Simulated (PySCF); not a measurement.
Si(Me)2(Et)(Vi), SMILES C=C[Si](C)(C)CC (C6H14Si), singlet at its GFN2-xTB optimised geometry (Å):

```
21

C     -2.2626    -1.0904    -2.5114
C     -1.5110    -1.5936    -1.5454
Si    -0.9367    -0.6623     0.0000
C     -1.5877    -1.5847     1.5408
C     -1.5975     1.1261     0.0000
C      0.9807    -0.6623     0.0000
C      1.5938     0.0199     1.2184
H     -2.5659    -1.6643    -3.3747
H     -2.6121    -0.0715    -2.4832
H     -1.1949    -2.6266    -1.6376
H     -2.6699    -1.6711     1.5191
H     -1.3192    -1.0662     2.4563
H     -1.1801    -2.5895     1.6007
H     -1.3111     1.6533     0.9051
H     -2.6816     1.1427    -0.0563
H     -1.2132     1.6904    -0.8443
H      1.3437    -1.6904    -0.0461
H      1.3470    -0.1689    -0.9019
H      1.2848     1.0610     1.2718
H      2.6816    -0.0084     1.1731
H      1.2804    -0.4758     2.1340
```

Calculation: B3LYP/def2-SVP (PySCF). Cells within 0.4 Å of a nucleus heavier than hydrogen are left out (blank, or x).

Map of the Laplacian of the electron density (e/bohr⁵) on the plane z = 1.0 Å:

```
|888888888888888888888888888|
|888888888888888888888888888|
|888888888888888888888888888|
|888888888888888888888888888|
|888888888888888888888888888|
|888888888888888888888888888|
|888888888888888888888888888|
|888888899999888888888888888|
|888888999889988899888888888|
|888888999559988999998888888|
|888888999999989978999888888|
|888888999999999977999988888|
|888888899999999989888998888|
|88888889999999998xx40998888|
|888888899999999977888998888|
|888889999888999999999988888|
|888889999778999999999888888|
|888889998689999999988888888|
|888889999999998999888888888|
|888889999999988888888888888|
|888888999999988888888888888|
|888888889999888888888888888|
|888888888888888888888888888|
|888888888888888888888888888|
|888888888888888888888888888|
|888888888888888888888888888|
|888888888888888888888888888|
```
Scale: ten equal steps from -1.44 (start of '0') to 0.180 (end of '9'), in the order '0123456789'; x runs from -5.00 to 5.00, y from -5.00 (bottom) to 5.00 (top).
